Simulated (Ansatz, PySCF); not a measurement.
Nb(NH)(Cl)2(OMe) (CH₄Cl₂NNbO), SMILES C[O][Nb](=[NH])([Cl])[Cl], multiplicity 1. Atoms are numbered in the order given.

```xyz
10

Nb    -0.1393    -0.0503    -0.0045
N     -0.3479    -1.6042    -0.7688
H     -0.4845    -2.5106    -1.2102
Cl    -0.5918    -0.2932     2.2673
Cl    -1.5446     1.4740    -1.0659
O      1.6461     0.4365    -0.2569
C      2.8649     0.0232    -0.8250
H      2.7565    -0.9592    -1.3154
H      3.1924     0.7659    -1.5707
H      3.6315    -0.0484    -0.0363
```

Geometry: B3LYP-D3(BJ)/def2-SVP. The multiplicity is an assumed one; other spin states were not compared. The def2 effective core potentials stand for the cores of Nb; spin–orbit coupling is left out. The values are those of a single conformer.

Two levels are set side by side: PBE-D3(BJ)/def2-SVP (Ansatz, a program for electronic structure) and B3LYP-D3(BJ)/def2-SVP (Ansatz). Each level has its own optimised geometry; the coordinates shown are those of the second. Frequencies come from the Hessian of PySCF at each geometry. Differences are taken from unrounded values.

```tsv
quantity	B3LYP-D3(BJ)
mean bond length (Å)	1.556
bond Nb1–N2 (Å)	1.744
bond Nb1–Cl4 (Å)	2.329
bond Nb1–Cl5 (Å)	2.329
bond Nb1–O6 (Å)	1.868
bond O6–C7 (Å)	1.407
bond N2–H3 (Å)	1.017
bond C7–H8 (Å)	1.103
bond C7–H9 (Å)	1.102
bond C7–H10 (Å)	1.102
highest harmonic wavenumber (cm⁻¹)	3617
mean harmonic wavenumber (cm⁻¹)	1064
zero-point energy (kcal/mol)	36.51
```

Question: What does PBE-D3(BJ) give, and how far is it from B3LYP-D3(BJ)? (An estimate is asked for; the answer gives what the named calculation found.)

Answer: 
```json
[
 {"quantity": "mean bond length (Å)", "PBE-D3(BJ)": "1.561", "PBE-D3(BJ) minus B3LYP-D3(BJ)": "0.005"},
 {"quantity": "bond Nb1–N2 (Å)", "PBE-D3(BJ)": "1.753", "PBE-D3(BJ) minus B3LYP-D3(BJ)": "0.009"},
 {"quantity": "bond Nb1–Cl4 (Å)", "PBE-D3(BJ)": "2.327", "PBE-D3(BJ) minus B3LYP-D3(BJ)": "-0.002"},
 {"quantity": "bond Nb1–Cl5 (Å)", "PBE-D3(BJ)": "2.327", "PBE-D3(BJ) minus B3LYP-D3(BJ)": "-0.002"},
 {"quantity": "bond Nb1–O6 (Å)", "PBE-D3(BJ)": "1.876", "PBE-D3(BJ) minus B3LYP-D3(BJ)": "0.008"},
 {"quantity": "bond O6–C7 (Å)", "PBE-D3(BJ)": "1.410", "PBE-D3(BJ) minus B3LYP-D3(BJ)": "0.003"},
 {"quantity": "bond N2–H3 (Å)", "PBE-D3(BJ)": "1.025", "PBE-D3(BJ) minus B3LYP-D3(BJ)": "0.007"},
 {"quantity": "bond C7–H8 (Å)", "PBE-D3(BJ)": "1.112", "PBE-D3(BJ) minus B3LYP-D3(BJ)": "0.008"},
 {"quantity": "bond C7–H9 (Å)", "PBE-D3(BJ)": "1.111", "PBE-D3(BJ) minus B3LYP-D3(BJ)": "0.008"},
 {"quantity": "bond C7–H10 (Å)", "PBE-D3(BJ)": "1.111", "PBE-D3(BJ) minus B3LYP-D3(BJ)": "0.008"},
 {"quantity": "highest harmonic wavenumber (cm⁻¹)", "PBE-D3(BJ)": "3541", "PBE-D3(BJ) minus B3LYP-D3(BJ)": "-76"},
 {"quantity": "mean harmonic wavenumber (cm⁻¹)", "PBE-D3(BJ)": "1036", "PBE-D3(BJ) minus B3LYP-D3(BJ)": "-28"},
 {"quantity": "zero-point energy (kcal/mol)", "PBE-D3(BJ)": "35.56", "PBE-D3(BJ) minus B3LYP-D3(BJ)": "-0.95"}
]
```

GGA bonds tend to be longer and softer than those of functionals with exact exchange. Differences between two approximate levels are no errors against the true value.
